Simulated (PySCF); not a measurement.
Si(F)3(SiH3), SMILES F[Si](F)(F)[SiH3] (H₃F₃Si₂), B3LYP/def2-SVP optimised geometry.

```
8

F     -0.73    -0.67    -3.27
Si    -1.24    -1.41    -1.93
F     -2.85    -1.44    -2.00
F     -0.74    -2.94    -2.01
Si    -0.49    -0.33     0.00
H     -1.00     1.07     0.00
H      1.00    -0.33     0.00
H     -1.00    -1.07     1.19
```

Density from B3LYP/def2-TZVP (PySCF) at that geometry.

Minimum of the electron density along straight lines between bonded atoms, close to the bond critical point (lines longer than 1.1 times the sum of covalent radii, or with two minima, are not listed):

```csv
bond,length / Å,ρ at the minimum / e bohr⁻³,∇²ρ there / e bohr⁻⁵,position (fraction from the first atom)
F1–Si2,1.612,0.136,0.91,0.58
Si2–F3,1.612,0.136,0.91,0.42
Si2–F4,1.612,0.136,0.91,0.42
Si2–Si5,2.333,?,?,0.64
Si5–H6,1.489,0.120,0.14,0.49
Si5–H7,1.489,0.120,0.14,0.49
Si5–H8,1.489,0.120,0.14,0.49
```

Question: Complete the blanks.

Answer: 
- Si2–Si5, ρ at the minimum / e bohr⁻³: 0.098
- Si2–Si5, ∇²ρ there / e bohr⁻⁵: -0.13
